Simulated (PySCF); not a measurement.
# Finite-field polarisability of Mo (molybdenum, neutral)

[Kr] 4d5 5s1, high-spin 7S determinant. Calculation: PySCF 2.14, in aug-cc-pVDZ-PP with ECP28MDF; scalar relativity through the core potential. Frozen: 4s2 4p6. Energy changes in a uniform field (μhartree):

```csv
axis,F (au),HF,MP2,CCSD,CCSD(T)
x,0.0014,-104.799,-86.365,-89.428,-89.138
x,0.0028,-419.254,-345.603,-357.794,-356.637
```

(1) Derive α along x at CCSD(T) from the two fields.

(2) And the mean polarisability at each level?

A double-zeta set is small for polarisabilities.

Answers

(1) With ΔE = −αF²/2 − γF⁴/24, α = −(16 ΔE(F) − ΔE(2F))/(6F²) = 90.95 bohr³.

(2) HF 106.9, MP2 88.12, CCSD 91.25, CCSD(T) 90.95 bohr³. Reference: 87 ± 6 bohr³ (recommended; Schwerdtfeger and Nagle, table of static dipole polarizabilities (2023 update)).
